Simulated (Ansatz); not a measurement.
Compare A (`FC1C=CC1(F)F`) with its isomer B (`FC1=C[C@H](F)[C@H]1F`).

Calculated with Ansatz (gas phase, PBE0-D4/def2-TZVP geometries, no zero-point term in ΔE). CCSD(T)/CBS adds triple-zeta CCSD(T) − MP2 to the extrapolated MP2 energy (def2 sets, frozen cores). DFT in def2-TZVPP. B3LYP here is the variant with VWN-RPA as its local correlation; programs differ in this.

(1) Which is lower in electronic energy at CCSD(T)/CBS, and by how much? (Estimate.)

(2) Give E(B) − E(A) in kcal/mol with CCSD(T)/def2-TZVPP, LDA (SPW92), B3LYP-D4, PBE0-D4, BLYP-D4, ωB97M-V, B3LYP. (Estimate.)

(3) Does the order hold for the free energy at 298.15 K (harmonic terms from PBE0-D4)? (Estimate.)

Largest T1 diagnostic: 0.012.

## Answers

(1) The calculation gave: A, by 5.5 kcal/mol.

(2) Ansatz gave: CCSD(T)/def2-TZVPP 5.3, LDA (SPW92) 3.6, B3LYP-D4 4.2, PBE0-D4 3.9, BLYP-D4 3.6, ωB97M-V 5.3, B3LYP 4.0. None reverses the order clearly.

(3) Ansatz gave: Yes: G(B) − G(A) = +5.7 kcal/mol.

At CCSD(T), def2-SVP lies +1.0 kcal/mol from the extrapolated value and def2-TZVPP −0.2 kcal/mol. In def2-TZVPP, CCSD(T) changes the Hartree–Fock value by −0.9 kcal/mol (the triples alone add −0.1 kcal/mol) and MP2 by −1.3 kcal/mol.
